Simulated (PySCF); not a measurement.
C4H8O2. Atoms are numbered in the order given.

```xyz
14

C      2.3790    -0.3167     0.4434
O      1.0777    -0.8400     0.3311
C      0.1970     0.0118    -0.3165
C     -0.4637     1.1368     0.4583
C     -1.2384    -0.0986     0.0402
O     -2.1505    -0.0272    -1.0079
H      2.8359    -0.1335    -0.5491
H      2.9901    -1.0563     0.9805
H      2.3928     0.6368     1.0063
H      0.4169     0.2085    -1.3766
H     -0.2102     1.2399     1.5170
H     -0.6697     2.0675    -0.0778
H     -1.4642    -0.8230     0.8359
H     -2.9518     0.3980    -0.6746
```
Charge 0, spin multiplicity 1.

Geometry: B3LYP-D3(BJ)/def2-SVP. Other conformers were not sampled.

Computed with PBE0/pcSseg-1 in PySCF.

GIAO shieldings, no solvent; atoms listed in one row are averaged. δ = σ(ref) − σ: ¹³C against TMS (σ = 186.3 ppm); ¹⁷O against H2O (σ = 334.2 ppm); ¹H against TMS (σ = 31.56 ppm), references at their B3LYP-D3(BJ)/def2-TZVP geometries, non-relativistic.

Computed chemical shifts:
| nucleus | atoms | count | δ (ppm) |
|---|---|---|---|
| ¹³C | C3 | 1 | 64.9 |
| ¹³C | C1 | 1 | 59.6 |
| ¹³C | C5 | 1 | 56.7 |
| ¹³C | C4 | 1 | 19.2 |
| ¹⁷O | O6 | 1 | 48.0 |
| ¹⁷O | O2 | 1 | 31.1 |
| ¹H | H13 | 1 | 3.71 |
| ¹H | H7, H8, H9 | 3 | 3.49 |
| ¹H | H10 | 1 | 3.39 |
| ¹H | H11 | 1 | 0.87 |
| ¹H | H14 | 1 | 0.77 |
| ¹H | H12 | 1 | 0.70 |
